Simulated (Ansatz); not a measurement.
Total energies of C₃H₁₁MoN₃O, SMILES `C[N]=[Mo]([NH2])(=[O])[N](C)C`.

```xyz
19

C    -0.899   -2.395    1.776
N    -0.367   -1.569    0.749
Mo   -0.599   -0.502   -0.602
N     0.281   -1.351   -2.123
O    -2.223   -0.188   -0.968
N     0.281    1.154   -0.122
C     1.260    1.366    0.912
C     0.009    2.340   -0.901
H    -0.551   -2.046    2.755
H    -1.995   -2.402    1.780
H    -0.545   -3.424    1.651
H     0.923   -2.124   -2.062
H     0.047   -1.141   -3.081
H     2.232    1.651    0.485
H     1.397    0.458    1.498
H     0.946    2.176    1.586
H    -0.319    3.164   -0.254
H     0.904    2.673   -1.446
H    -0.783    2.158   -1.631
```

Charge 0, multiplicity 1. Correlated methods include outer-core shells of Mo, which these sets cover unevenly. Mo: def2 effective core potential. The structure was optimised at the PBE0-D4/def2-TZVP level. It is one conformer, not always the lowest. Basis def2-TZVPP, the Gaussian-basis code of Ansatz.

RPA on PBE orbitals: Hartree–Fock energy of these orbitals -425.79960 Eh, correlation -3.04232 Eh (frozen core).

```csv
functional,energy without D4 (Eh),D4 term (kJ/mol)
LDA (SPW92),-425.79990,–
PBE,-428.50466,-50.5
revPBE,-428.85945,-145.4
BLYP,-428.76566,-107.6
r2SCAN,-428.74414,-13.8
PBE0,-428.45458,-43.5
B3LYP,-428.92408,-80.2
r2SCAN0,-428.61361,-16.0
BHLYP,-428.51846,-62.2
CAM-B3LYP,-428.66646,-44.4
LC-ωPBE,-428.65958,–
ωB97X-V,-428.72213,–
B2PLYP,-428.53204,–
PBE-QIDH,-428.35055,–
```

Question: Give the same for B97M-V, r2SCANh, HSE06 (plane-wave form), ωB97M-V. (An estimate is asked.)

Answer: The calculation gave: 
```csv
functional,energy without D4 (Eh),D4 term (kJ/mol)
B97M-V,-428.85555,–
r2SCANh,-428.69087,-14.6
HSE06 (plane-wave form),-428.43548,-40.7
ωB97M-V,-428.62798,–
```

B3LYP takes the VWN-RPA correlation (the form of Gaussian; ORCA's B3LYP/G). HSE06 is the plane-wave form, built on full-range PBE exchange. The double hybrids freeze the cores in their second-order part.

LC-ωPBE has ω = 0.4 bohr⁻¹.
